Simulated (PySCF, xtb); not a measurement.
H5Sb, SMILES [SbH5].

GFN2-xTB (xtb) at its own geometry gives an orbital gap of 5.64 eV and a dipole moment of 0.00 D.

Coordinates come from a r2SCAN-D4/def2-TZVP optimisation. The def2 effective core potentials stand for the cores of Sb; spin–orbit coupling is left out.

What does PySCF with PBE/def2-TZVPD give? (Estimate from the structure and the level; the computed values follow.)

gap 3.53 eV (levels -5.34 and -1.81 eV), dipole 0.00 D.
